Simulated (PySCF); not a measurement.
A species of formula C3H3F3Ge has this rotational fingerprint, computed with PBE0-D3(BJ)/def2-SVP geometry optimisation, gas phase (PySCF 2.14.0):

* Rotational constants: A = 3137, B = 1322, C = 1054 MHz
* Dipole components: |μa| = 0.37 D, |μb| = 1.50 D, |μc| = 1.79 D
* Inertial defect: -64.05 u·Å²
* κ: -0.74

Question: Which structure is it? (One computed conformer of each.)
A. `FC1=[C](F)[Ge@H]([F])[CH2]1`
B. `C#[C][GeH2][C](F)(F)F`

Answer: A. It is FC1=[C](F)[Ge@H]([F])[CH2]1, an asymmetric top, point group C1. The candidates at the same level (rigid rotor, commonest isotopes):

```tsv
SMILES	A (MHz)	B (MHz)	C (MHz)	μa (D)	μb (D)	μc (D)	Δ (u·Å²)	point group	rotor
FC1=[C](F)[Ge@H]([F])[CH2]1	3137	1322	1054	0.37	1.50	1.79	-64.05	C1	asymmetric top
C#[C][GeH2][C](F)(F)F	2950	1262	1060	1.85	0.66	0.00	-94.97	Cs	asymmetric top
```

`C#[C][GeH2][C](F)(F)F` has A 6 % too low. No structure here is proved a minimum.
